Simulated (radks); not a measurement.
The numbers below are computed, except where a source is named.
Orbital eigenvalues (eV) of the germanium ion Ge+, [Ar] 3d10 4s2 4p1, at several levels of relativity; Dirac values are averaged over j with weights 2j + 1. Spin-unpolarised spherical Kohn-Sham, LDA (Slater exchange, Perdew-Wang correlation), point nucleus unless stated (finite: rms radius 4.0742 fm), a radial shooting solver on a logarithmic mesh with Libxc functionals. A level marked "c x" has the speed of light scaled by that factor and shares open shells by 2j + 1; other Dirac levels either fill j = l - 1/2 first or share by 2j + 1.

shell       non-rel.  scalar-rel.  Dirac, c x 0.75  Dirac, c x 0.85  change of magnitude, last against first (%)
1s            -10793       -10950           -11073           -11009                                        +2.00
2s           -1343.9      -1378.5          -1406.0          -1391.6                                        +3.55
2p           -1198.8      -1207.2          -1213.4          -1210.1                                        +0.94
3s           -171.28      -176.82          -181.32          -178.98                                        +4.50
3p           -123.20      -124.47          -125.51          -124.97                                        +1.43
3d           -39.438      -38.617          -37.959          -38.288                                        -2.92
4s           -19.749      -20.142          -20.466          -20.298                                        +2.78
4p           -11.487      -11.469          -11.457          -11.464                                        -0.20
5s (empty)   -4.4575      -4.5128          -4.5583          -4.5348                                        +1.73
4d (empty)   -3.0495      -3.0019          -2.9659          -2.9842                                        -2.14
